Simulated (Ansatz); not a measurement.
CH4Cl2Ge: structure from calculated spectroscopic constants

These gas-phase data were calculated for one isomer of CH4Cl2Ge at B3LYP-D3(BJ)/def2-SVP (harmonic, unscaled wavenumbers; equilibrium rotational constants with average atomic masses):

```
rotational constants            : 2.97, 1.749, 1.149 GHz
all wavenumbers above 1500 cm⁻¹ : 3139, 2175, 2152, 2142
```

Candidates:

(1) `Cl[CH](Cl)[GeH3]`, a singlet
(2) `Cl[CH2][GeH2][Cl]`, a singlet
(3) `[CH3][GeH]([Cl])[Cl]`, a singlet

Problem. Which candidate do the data belong to?

Solution. Candidate (1). 3 modes lie between 1900 and 2250 cm⁻¹, one for each Ge–H bond, while (2) has 2, (3) has 1.

The same quantities for all candidates:

```tsv
	rotational constants (GHz)	wavenumbers above 1500 cm⁻¹	E above the lowest, B3LYP-D3(BJ)/def2-SVP (kcal/mol)
(1)	2.97, 1.749, 1.149	3139, 2175, 2152, 2142	72.7
(2)	4.054, 1.508, 1.183	3153, 3077, 2166, 2132	38.9
(3)	3.508, 2.065, 1.485	3163, 3155, 3048, 2158	0.0
```

Harmonic stretches to hydrogen usually lie a few per cent above observed fundamentals. Each candidate is one conformer. Programs: Ansatz 0.2.0.
